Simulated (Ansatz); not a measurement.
The first iterations of a band of B₃ClH₄ (8 atoms, charge 0, multiplicity 1).

Method: RKS PBE/def2-SVP (Ansatz).

| Item | Value |
| --- | --- |
| movable images | 7 |
| climbing image | yes |
| spring | 5.0 eV/Å² |
| optimiser | quadratic models (default) |
| start path | through a guess of the saddle point |
| force threshold | 0.05 eV/Å |
| iteration limit | 60 |
| end points | relaxed |

Image 0:

```xyz
8
Properties=species:S:1:pos:R:3
B -0.399 1.395 -0.592
B -0.187 -0.210 -0.209
B 0.690 -1.064 0.917
Cl -1.145 -1.299 -1.277
H -1.294 2.057 -0.096
H 0.302 1.951 -1.420
H 1.815 -1.468 0.676
H 0.218 -1.363 2.001
```

Image 8:

```xyz
8
Properties=species:S:1:pos:R:3
B -0.399 1.393 -0.591
B -0.187 -0.213 -0.208
B 0.692 -1.066 0.919
Cl -1.151 -1.288 -1.285
H -1.296 2.053 -0.097
H 0.302 1.947 -1.421
H 0.221 -1.362 2.004
H 1.818 -1.466 0.679
```

| iteration | highest image above the first end (eV) | largest band force component (eV/Å) |
| --- | --- | --- |
| 1 | 5.035 | 20.526 |
| 2 | 0.845 | 3.932 |
| 3 | 0.549 | 1.845 |

Q: Does the band converge within its limit, and where does its top end?

A: The forces met the threshold. It ended after 9 iterations with the highest image 0.395 eV above the first end. A vibrational analysis at the climbing image gives one clearly imaginary mode, 312i cm⁻¹: a first-order saddle point.

The run took 3.6 min on 1 thread of Arm Neoverse N1, with other jobs on the host, peak memory 0.15 GiB.
